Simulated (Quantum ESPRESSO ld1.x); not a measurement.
Results of a calculation; reference values are marked as such.
Se4+, configuration [Ar] 3d10 4s2 (the NIST ground configuration). Code: ld1.x of Quantum ESPRESSO 7.5. Model: Dirac Kohn-Sham, PBE, spin-unpolarised, spherical densities, point nucleus.

Normalised radial functions P(r) = r R(r) (large component), r in bohr:

| r | 2p3/2 | 3d5/2 |
|---|---|---|
| 0.001678 | 0.0032 | 0.0000 |
| 0.002185 | 0.0053 | 0.0000 |
| 0.002822 | 0.0088 | 0.0000 |
| 0.003645 | 0.0144 | 0.0000 |
| 0.004746 | 0.0238 | 0.0001 |
| 0.006131 | 0.0386 | 0.0001 |
| 0.00792 | 0.0623 | 0.0003 |
| 0.01031 | 0.1011 | 0.0006 |
| 0.01332 | 0.1598 | 0.0013 |
| 0.01721 | 0.2489 | 0.0026 |
| 0.02241 | 0.3856 | 0.0054 |
| 0.02894 | 0.5756 | 0.0107 |
| 0.03739 | 0.8338 | 0.0211 |
| 0.04869 | 1.1737 | 0.0414 |
| 0.06289 | 1.5563 | 0.0771 |
| 0.08124 | 1.9410 | 0.1384 |
| 0.1058 | 2.2477 | 0.2412 |
| 0.1366 | 2.3466 | 0.3907 |
| 0.1765 | 2.1669 | 0.5920 |
| 0.2298 | 1.6993 | 0.8366 |
| 0.2969 | 1.1050 | 1.0657 |
| 0.3866 | 0.5522 | 1.2256 |
| 0.4994 | 0.2082 | 1.2440 |
| 0.6451 | 0.0541 | 1.1098 |
| 0.84 | 0.0083 | 0.8531 |
| 1.085 | 0.0007 | 0.5640 |
| 1.402 | 0.0000 | 0.3092 |
| 1.825 | 0.0000 | 0.1294 |
| 2.358 | 0.0000 | 0.0402 |
| 3.045 | 0.0000 | 0.0083 |
| 3.966 | 0.0000 | 0.0009 |
| 5.122 | 0.0000 | 0.0001 |

2p3/2: eigenvalue -1451.4 eV, 0 radial nodes, <r> = 0.172 bohr, 90 % of the charge inside 0.281 bohr. 3d5/2: eigenvalue -103.92 eV, 0 radial nodes, <r> = 0.625 bohr, 90 % of the charge inside 1.03 bohr.
